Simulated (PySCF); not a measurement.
## C7H7F2: g tensor and hyperfine couplings

C7H7F2 (doublet state).
Cartesian coordinates in Å at the GFN2-xTB level; atoms count from 1:
```
atom  x, y, z in Å
C1    -2.055    0.310    0.216
C2    -0.866   -0.161   -0.283
C3    -0.742   -1.386   -0.909
F4    -1.797   -2.202   -1.056
C5     0.361    0.675   -0.191
C6     0.374    1.904   -0.709
C7     1.528    0.136    0.485
C8     1.538   -0.984    1.197
F9     2.654   -1.408    1.809
H10   -2.110    1.267    0.699
H11   -2.955   -0.273    0.142
H12    0.161   -1.781   -1.343
H13   -0.487    2.312   -1.208
H14    1.245    2.534   -0.649
H15    2.437    0.719    0.422
H16    0.705   -1.650    1.367
```

The hyperfine couplings belong to this conformer and change with its torsions.

As a line formula: `[CH2]/C(=C\F)C(=C)/C=C/F` [radical].

Theory: PySCF, UKS B3LYP, pcH-1 on C F H, non-relativistic, mean-field spin-orbit, GIAO. Isolated species at its GFN2-xTB geometry (one conformer only). The geometry wasn't refined by DFT: couplings that depend on bond lengths, twists or pyramidal angles can differ widely from those at the functional's own minimum. The frame is twisted about the C2–C5 bond at this geometry (dihedral C1–C2–C5–C6 = -56°); couplings at other torsion angles weren't computed. The SCF solution wasn't tested for stability. ⟨S²⟩ is 0.778 where a pure state has 0.75.

```
g1, g2, g3                      : 2.00217, 2.00358, 2.00408
g_iso                           : 2.00328
Form of g                       : rhombic: the two nearest values differ by 26 % of g3 − g1
⟨S²⟩                            : 0.7777 (exact 0.7500)
α and β electrons               : 34, 33
HOMO–LUMO gap, α and β orbitals : 4.38, 4.15 eV
Basis functions                 : 295
```

Hyperfine couplings atom by atom, in mT; T1 to T3 are the principal values of the dipolar part (MHz turned into mT with g_iso):

```tsv
atom	isotope	a_iso	T1	T2	T3	Mulliken spin population
C1	13C	1.90	-1.78	-1.72	3.50	0.67
C2	13C	-1.74	-1.04	0.42	0.62	-0.25
C3	13C	2.38	-2.06	-1.94	4.00	0.62
F4	19F	3.34	-6.25	-5.16	11.42	0.04
C5	13C	0.20	-0.06	0.00	0.06	0.02
C6	13C	-0.28	-0.12	0.04	0.07	-0.02
C7	13C	-0.16	-0.03	0.00	0.03	0.00
C8	13C	0.22	-0.03	-0.01	0.05	0.01
F9	19F	0.17	-0.13	-0.06	0.19	0.00
H10	1H	-1.47	-0.87	-0.01	0.88	-0.03
H11	1H	-1.39	-0.73	-0.06	0.79	-0.03
H12	1H	-1.70	-0.93	-0.05	0.98	-0.03
H13	1H	0.07	-0.09	-0.05	0.14	0.00
H14	1H	0.00	-0.03	-0.01	0.04	0.00
H15	1H	-0.02	-0.03	-0.02	0.05	0.00
H16	1H	0.03	-0.11	-0.07	0.18	0.00
```

Largest spin populations (Mulliken): C1 (+0.67), C3 (+0.62) and C2 (-0.25). The angles at C1 add up to 360.0°, so it is planar; its axial dipolar tensor and the negative couplings of its protons fit spin in a p orbital normal to that plane.

Axes: g2 points within 3° of the C2–C5 bond.

Under fast tumbling the dipolar parts average out, and these isotropic splittings remain (the largest six): 1 × 19F (F4, I = 1/2, 2 lines) with 3.34 mT, 1 × 1H (H12, I = 1/2, 2 lines) with 1.70 mT, 1 × 1H (H10, I = 1/2, 2 lines) with 1.47 mT, 1 × 1H (H11, I = 1/2, 2 lines) with 1.39 mT, 1 × 19F (F9, I = 1/2, 2 lines) with 0.17 mT and 1 × 1H (H13, I = 1/2, 2 lines) with 0.07 mT.

H10 and H11 aren't averaged: C1 is flat or nearly so (angle sum 360°), and its turn about the short C1–C2 bond (1.37 Å) is taken as slow.

The 13C coupling of C3 (66.8 MHz) shows only in satellite lines or after enrichment, since that isotope makes up about 1.07 % of natural carbon.

β density exceeds α density at some nuclei, such as C2 (-0.0434), H12 (-0.0107) and H10 (-0.0092), spin density in bohr⁻³. In a single determinant that takes different orbitals for the two spins, that is spin polarisation.
